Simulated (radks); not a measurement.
Results of a calculation; reference values are marked as such.
In0.75+, configuration [Kr] 4d10 5p(up 0.5, down 0.5) 5s(up 1, down 0.25) (fractional occupations, a model configuration). Level of theory: scalar-relativistic Kohn-Sham, BLYP, spin-polarised, spherical densities, point nucleus (a radial shooting solver on a logarithmic mesh with Libxc functionals).

Unscreened Slater integrals over Kohn-Sham orbitals (hartree). They are taken over the spin-up orbitals.

| integral | value |
|---|---|
| F0(5p,5p) | 0.28267 |
| F2(5p,5p) | 0.14962 |
| F0(5p,5s) | 0.31477 |
| G1(5p,5s) | 0.19909 |
| F0(5p,4d) | 0.35929 |
| F2(5p,4d) | 0.090301 |
| G1(5p,4d) | 0.034086 |
| G3(5p,4d) | 0.028408 |
| F0(5s,5s) | 0.36409 |
| F0(5s,4d) | 0.44746 |
| G2(5s,4d) | 0.065783 |
| F0(4d,4d) | 0.77014 |
| F2(4d,4d) | 0.38205 |
| F4(4d,4d) | 0.24976 |

Derived for the open shells (J is the average intra-shell exchange parameter used in DFT+U). 5p: J = F2/5 = 0.02992 hartree.
